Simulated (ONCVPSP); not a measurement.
# What one change does to a pseudopotential (gallium, ONCV)

```json
{"Element": "gallium", "Generator": "ONCVPSP 4.0.1", "Type": "optimised norm-conserving Vanderbilt (ONCV)", "Functional": "PBEsol", "Relativity": "non-relativistic", "Frozen core": "[Ar]", "Valence charge": "13", "Reference configuration": "3d10 4s2 4p1", "Partial waves": "4s: rc 2.10 bohr, ncon 4, nbas 7, qcut 3.6 1/bohr, 2 projectors, debl 0.5 Ha; 4p: rc 2.35 bohr, ncon 4, nbas 7, qcut 3 1/bohr, 2 projectors, debl 2.7 Ha; 3d: rc 1.35 bohr, ncon 4, nbas 8, qcut 13.6 1/bohr, 1 projector", "Local potential": "polynomial inside 1.35 bohr (lpopt 5, dvloc0 0 Ha)", "Core correction": "polynomial model core, fcfact 0.45"}
```

Change: reference 3d10 4s2 4p0.5.

Cutoffs: the cutoffs (Ha) at which the residual kinetic energy of the hardest occupied pseudo-wave falls to 1 and 0.1 mHa per electron; they do not see the model core or the augmentation charge, which bear on the density cutoff. Errors are all-electron minus pseudo energies relative to the spin-unpolarised reference configuration.

Question: What does the change do?

Answer: The potential gets neither clearly harder nor softer (67 Ha and 75 Ha → 67 Ha and 75 Ha); the number of tests with a reliable result goes from 3 to 4; neither file shows a bound ghost.

| quantity | base | changed |
| --- | --- | --- |
| cutoff, loose | 67 Ha | 67 Ha |
| cutoff, tight | 75 Ha | 75 Ha |
| loose cutoff by channel | s 6.3 Ha, p 2.5 Ha, d 67 Ha | s 6.5 Ha, p 2.7 Ha, d 67 Ha |
| bound ghosts | none | none |
| GHOST(+) flags under 300 eV | s at 65.2 eV | s at 61.9 eV |
| tests with a reliable result | 3 of 4 | 4 of 4 |
| s: phases at 2.13 bohr within 0.05 rad from the reference energy up to (Ha; the scan ends near 5) | 2.1 | 2.0 |
| p: phases at 2.39 bohr within 0.05 rad from the reference energy up to (Ha; the scan ends near 5) | 4.9 | 4.8 |
| d: phases at 1.37 bohr within 0.05 rad from the reference energy up to (Ha; the scan ends near 5) | 0.9 | 0.7 |
| rms error of d²Exc/dni dnj with the model core, mHa | 1.49 | 1.49 |
